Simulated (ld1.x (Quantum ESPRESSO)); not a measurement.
What one change does to a pseudopotential (Rb, TM)

- Element: Rb
- Generator: ld1.x (Quantum ESPRESSO) 7.5
- Type: norm-conserving Troullier–Martins (Kleinman–Bylander form)
- Functional: PW91
- Relativity: scalar-relativistic
- Frozen core: [Kr]
- Valence charge: 1
- Reference configuration: 5s1 5p0
- Partial waves: 5p (bound, empty): rc 3.80 bohr; 4d channel at -0.05 Ry: rc 3.90 bohr; 5s (bound): rc 3.35 bohr
- Local potential: the s channel
- Core correction: Bessel-smoothed model core inside 2.95 bohr

All-electron outer shells of the reference configuration (PW91, scalar-relativistic, ld1.x):

| shell | level (eV) | outermost node (bohr) | outermost maximum (bohr) |
| --- | --- | --- | --- |
| 4p | -16.02 | 0.64 | 1.42 |
| 5s | -2.24 | 1.79 | 4.38 |
| 5p | -0.77 | 2.20 | 6.14 |

Change: local potential the d channel.

Cutoffs: the cutoffs (Ry, on a coarse ladder) from which the occupation-weighted sum of valence levels, in a spherical-Bessel basis at the reference potential, stays within 10 and 1 mRy of its value at 400 Ry; they do not see the model core or the augmentation charge, which bear on the density cutoff. Errors are all-electron minus pseudo energies relative to the spin-unpolarised reference configuration.

Problem. What does the change do?

Solution. Both files are so soft that the ladder of cutoffs tells neither apart; a bound ghost appears in s, which as a rule spoils a file. In the separable form a ghost depends on how the local part lies against the semilocal potential of the channel, so the choice of the local part can create or remove one.

```tsv
quantity	base	changed
cutoff, loose	6 Ry	6 Ry
cutoff, tight	6 Ry	6 Ry
bound ghosts	none	s
error for 5s0.5 5p0, meV [ΔE 1.58 eV]	-1.8	-2.8
error for 5s0 5p1, meV [ΔE 1.51 eV]	-7.5	-2.7
s: phases at 4.24 bohr within 0.05 rad from the reference energy up to (Ry; the scan ends near 5)	0.9	n/a
p: phases at 4.24 bohr within 0.05 rad from the reference energy up to (Ry; the scan ends near 5)	0.2	0.0
d: phases at 4.24 bohr within 0.05 rad from the reference energy up to (Ry; the scan ends near 5)	0.6	0.8
```

 A true bound ghost makes a file unfit for plane-wave use even where its test errors are small: the radial tests pick states by their node count and pass the ghost by.
